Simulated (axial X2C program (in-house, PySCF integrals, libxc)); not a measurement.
**Spectroscopic constants of InTe⁺**

Calculated with an in-house relativistic program for diatomic molecules. Spin-free means the one-electron spin-free X2C Hamiltonian. Basis: Te dyall-cv3z [11s12p8d4f1g], In dyall-cv3z [11s12p9d4f1g] (cores contracted in-house); Gaussian nuclei, density fitting, unrestricted open shells. Masses: Te 129.906 u, In 114.904 u.

State, spin-free: M_S = 1, Λ = 0 (beyond evenly filled blocks: π+α, π-α); electrons by block: σα: 21, σβ: 21, π+α: 11, π+β: 10, π-α: 11, π-β: 10, δ+α: 4, δ+β: 4, δ-α: 4, δ-β: 4. Fragments: Te + In+.

| Hamiltonian | level | Re (Å) | ωe (cm⁻¹) | αe (cm⁻¹) | De (eV) | k (mdyn/Å) | μ (D) |
| --- | --- | --- | --- | --- | --- | --- | --- |
| spin-free | PBE0 | 3.338 | 87.4 | 0.000108 | 0.782 | 0.274 | 3.17 |
| spin-free | HF | 3.533 | 67.8 | 0.000124 | 0.477 | 0.165 | 4.57 |
| spin-free | MP2 | 3.418 | 79.9 | 0.000116 | 0.620 | 0.229 | n/a |
| spin-free | CCSD | 3.426 | 78.6 | 0.000118 | 0.603 | 0.222 | n/a |
| spin-free | CCSD(T) | 3.411 | 80.7 | 0.000115 | 0.631 | 0.234 | n/a |
| spin-free | r2SCAN0 | 3.319 | 89.2 | 0.000108 | 0.781 | 0.286 | 3.05 |

Correlated methods: 8 electrons correlated (number of frozen shells: Te 4 s, 3 p, 2 d; In 4 s, 3 p, 2 d), 310 virtual spin orbitals or spinors in MP2, 90 natural virtuals in coupled cluster.

Dipoles are positive if In is the positive end and refer to the centre of mass.

One determinant describes the state; a PBE0 search over occupations chose it and may have missed a lower one. De is counted from the lowest determinant-based energies of the atoms at the same level, without counterpoise correction. Coupled cluster ran in a truncated set of natural virtual spinors; the MP2 energy of the rest was added. (T) has no such correction and the atoms are truncated less, which lowers De at CCSD(T) by a hundredth of an eV or more. PBE0 can misorder states that lie within some tenths of an eV, so this need not be the ground state of the molecule. The nearest other spin-free determinant of the search, M_S = 1, Λ = 1, lies 0.46 eV up at the distance of the search. With the outer-core shells frozen, correlated bond lengths of heavy atoms tend to come out a few hundredths of an ångström too long. Spin-free De lacks the spin–orbit lowering of the heavy p-block atom, a tenth of an eV or more for 4p and 5p, up to an eV for 6p and one to two eV for 7p atoms, less what an open-shell molecule gains itself.

No reliable constants came from CCSD (2c), CCSD(T) (2c), HF (2c), MP2 (2c), PBE0 (2c), r2SCAN0 (2c): no minimum in range, unconverged points, a curve that is not smooth, a change of character along it, or the two Hamiltonians disagreeing along it.

The whole task took 4.6 min on 1 thread of Arm Neoverse V1 (shared host).
